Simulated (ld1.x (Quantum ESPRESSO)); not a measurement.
## terbium TM: all-electron and pseudo phase curves

```json
{
  "Element": "terbium (Tb)",
  "Generator": "ld1.x (Quantum ESPRESSO) 7.5",
  "Type": "norm-conserving Troullier–Martins (Kleinman–Bylander form)",
  "Functional": "LDA (PZ)",
  "Relativity": "scalar-relativistic",
  "Frozen core": "[Kr] 4d10 4f8",
  "Valence charge": "11",
  "Reference configuration": "5s2 5p6 5d1 6s2 6p0",
  "Partial waves": "5p (bound): rc 1.55 bohr; 5d (bound): rc 2.25 bohr; 5s (bound): rc 2.25 bohr",
  "Local potential": "the s channel",
  "Core correction": "none"
}
```

Occupied shells without a wave of their own: 6s. They enter only through the test configuration that unscreens the potential.

The phase is arctan(r·u′/u) with u = r·R(r), unwrapped; energies in Ry, scanned from -6 to 5 Ry. A pole is an energy at which the radial function vanishes at the test radius. The pseudo phase is shifted by a multiple of π to meet the all-electron one at the reference energy, and phase errors are pseudo minus all-electron; the curves can meet again beyond the range given. Levels narrower than the energy grid can be missing from the lists of poles.

| channel | radius (bohr) | reference energy (Ry) | poles, all-electron | poles, pseudo | unbroken range about the reference energy with phases within 0.05 rad | phase error 1 Ry above the reference energy (rad) |
| --- | --- | --- | --- | --- | --- | --- |
| s | 2.45 | -3.78 | -3.58 | -3.55, 2.29 | not even at the reference energy | -0.009 |
| p | 2.45 | -2.06 | -1.59 | -1.56 | -2.1 to 0.9 | +0.011 |
| d | 2.45 | -0.19 | 1.31 | 1.33 | not even at the reference energy | +0.006 |

The potential misses its own reference levels by up to 1.5 eV, so it is not fit for use.

Phases in the d channel:

```json
{"E (Ry)": "-6.00", "all-electron": "1.397", "pseudo": "1.397"}
{"E (Ry)": "-5.48", "all-electron": "1.388", "pseudo": "1.388"}
{"E (Ry)": "-4.96", "all-electron": "1.377", "pseudo": "1.377"}
{"E (Ry)": "-4.44", "all-electron": "1.364", "pseudo": "1.365"}
{"E (Ry)": "-3.92", "all-electron": "1.349", "pseudo": "1.349"}
{"E (Ry)": "-3.40", "all-electron": "1.329", "pseudo": "1.329"}
{"E (Ry)": "-2.88", "all-electron": "1.302", "pseudo": "1.302"}
{"E (Ry)": "-2.36", "all-electron": "1.263", "pseudo": "1.264"}
{"E (Ry)": "-1.84", "all-electron": "1.203", "pseudo": "1.205"}
{"E (Ry)": "-1.32", "all-electron": "1.091", "pseudo": "1.096"}
{"E (Ry)": "-0.80", "all-electron": "0.810", "pseudo": "0.826"}
{"E (Ry)": "-0.28", "all-electron": "-0.201", "pseudo": "-0.144"}
{"E (Ry)": "0.24", "all-electron": "-1.172", "pseudo": "-1.153"}
{"E (Ry)": "0.76", "all-electron": "-1.447", "pseudo": "-1.440"}
{"E (Ry)": "1.28", "all-electron": "-1.566", "pseudo": "-1.563"}
{"E (Ry)": "1.80", "all-electron": "-1.641", "pseudo": "-1.640"}
{"E (Ry)": "2.32", "all-electron": "-1.703", "pseudo": "-1.703"}
{"E (Ry)": "2.84", "all-electron": "-1.768", "pseudo": "-1.769"}
{"E (Ry)": "3.36", "all-electron": "-1.852", "pseudo": "-1.855"}
{"E (Ry)": "3.88", "all-electron": "-1.986", "pseudo": "-1.992"}
{"E (Ry)": "4.40", "all-electron": "-2.265", "pseudo": "-2.279"}
{"E (Ry)": "4.92", "all-electron": "-2.995", "pseudo": "-3.025"}
```
